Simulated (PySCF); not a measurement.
Si(CF3)(F)(H)2 (CH₂F₄Si), SMILES F[SiH2]C(F)(F)F.

Coordinates come from a PBE0-D3(BJ)/def2-SVP optimisation.

All values below come from PBE/def2-TZVP run with PySCF.

Symmetry labels are those of the subgroup Cs that the program uses (full group Cs).

Task: List the valence orbital energies around the gap with their symmetry. (An estimate is asked for; the answer gives what the named calculation found.)

Result: 
| orbital | symmetry | energy (eV) |
|---|---|---|
| HOMO−7 | A' | -11.32 |
| HOMO−6 | A" | -11.10 |
| HOMO−5 | A' | -10.63 |
| HOMO−4 | A' | -10.40 |
| HOMO−3 | A" | -10.39 |
| HOMO−2 | A" | -9.80 |
| HOMO−1 | A" | -8.89 |
| HOMO | A' | -8.09 |
| LUMO | A' | -1.45 |
| LUMO+1 | A' | -0.18 |
| LUMO+2 | A" | 0.19 |
| LUMO+3 | A' | 0.74 |
